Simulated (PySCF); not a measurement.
Compound: C2H8AlFO.
Geometry (PBE0-D3(BJ)/def2-SVP, Å), atoms numbered from 1 in this order:
```xyz
13
C2H8AlFO angstrom
C      0.0032    1.4591   -0.2685
O     -0.1018    0.0660   -0.0061
C     -1.3988   -0.4051    0.3048
Al     1.4543   -1.1580   -0.0327
F      2.5703    0.0578   -0.4220
H     -0.6233    1.7236   -1.1351
H      1.0603    1.6488   -0.4853
H     -0.3174    2.0310    0.6167
H     -2.0836   -0.2190   -0.5382
H     -1.7764    0.0908    1.2131
H     -1.3259   -1.4858    0.4840
H      1.0604   -2.1510   -1.2176
H      1.4820   -1.6695    1.4784
```

Method: PySCF 2.14.0, PBE0-D3(BJ)/def2-SVP geometry optimisation, gas phase.

Masses are those of the commonest isotopes; rigid-rotor values at the optimised geometry. The values belong to one conformer with, in the numbering `[CH3:1][O+:2]([CH3:3])[AlH2-:4][F:5]`, C1–O2–Al4–F5 0°.

(1) What are A, B and C (MHz)?

(2) Classify the top.

(3) What does the inertial defect say?

(4) Give the other two planar moments, Paa and Pbb, and the rms extents of the mass along the axes.

(5) List the rotational levels J(Ka,Kc) to J = 4 (K).

(6) Which types of transition are allowed, and where do some lines up to J = 2 fall?

(7) Estimate the classical rotational partition function at 25 K, 200 K and 500 K.

## Answers

(1) Ia = 83.64, Ib = 188.99, Ic = 258.32 u·Å²; 505379 MHz·u·Å²/I gives A = 6042, B = 2674, C = 1956 MHz.

(2) An asymmetric top; Ray's κ = -0.649.

(3) Not planar: Δ = Ic − Ia − Ib = -14.31 u·Å². For a rigid frame Δ = −2 Σ m c², so Σ m c² = 7.15 u·Å² lies off the ab plane, practically all of it from hydrogen. The atom farthest from that plane is 1.39 Å away.

(4) Paa = Σ m a² = (Ib + Ic − Ia)/2 = 181.83 and Pbb = Σ m b² = (Ia + Ic − Ib)/2 = 76.49 u·Å². With the mass M = 94.04 u, the rms extents √(P/M) along a, b and c are 1.39, 0.90, 0.28 Å.

(5) Above 0(0,0), as E/k:
J = 1: 1(0,1) 0.222, 1(1,1) 0.384, 1(1,0) 0.418
J = 2: 2(0,2) 0.662, 2(1,2) 0.794, 2(1,1) 0.897, 2(2,1) 1.382, 2(2,0) 1.387
J = 3: 3(0,3) 1.309, 3(1,3) 1.406, 3(1,2) 1.612, 3(2,2) 2.049, 3(2,1) 2.073, 3(3,1) 2.946, 3(3,0) 2.947
J = 4: 4(0,4) 2.154, 4(1,4) 2.217, 4(1,3) 2.559, 4(2,3) 2.934, 4(2,2) 3.002, 4(3,2) 3.844, 4(3,1) 3.847, 4(4,1) 5.088, 4(4,0) 5.088

(6) The dipole components are |μa| = 5.44 D, |μb| = 1.18 D, |μc| = 0.00 D; the mirror of this Cs structure is the ab plane, so μc vanishes by symmetry (the 0.01 D computed is a residue) and there are no c-type lines. Intensities carry the squares of the components, which stand as 1.00 : 0.05 (a : b). Some lines, for components of 0.1 D or more:

```csv
type,branch,"J(Ka,Kc)",MHz,lower level (cm⁻¹)
a,R,"1(0,1) ← 0(0,0)",4631,0.000
b,Q,"2(1,1) ← 2(0,2)",4907,0.460
b,R,"2(0,2) ← 1(1,1)",5790,0.267
b,R,"1(1,1) ← 0(0,0)",7999,0.000
a,R,"2(0,2) ← 1(0,1)",9158,0.154
a,R,"2(1,1) ← 1(1,0)",9979,0.291
b,Q,"2(2,0) ← 2(1,1)",10207,0.624
b,R,"2(1,2) ← 1(0,1)",11912,0.154
b,Q,"2(2,1) ← 2(1,2)",12258,0.552
b,R,"2(2,1) ← 1(1,0)",20083,0.291
b,R,"2(2,0) ← 1(1,1)",20904,0.267
```

(7) Point group Cs, symmetry number σ = 1; q = (√π/σ)·√((kT/h)³/(ABC)), k/h = 20836.6 MHz/K: 3750 at 25 K, 84800 at 200 K, 335000 at 500 K.

Not checked by PBE0-D3(BJ)/def2-SVP frequencies. These are rigid-rotor constants of the computed structure; measured ground-state constants (B0) also hold zero-point vibration. A rigid rotor knows nothing of internal rotation, which can split or shift real lines. Quadrupole hyperfine structure (27Al) is left out.
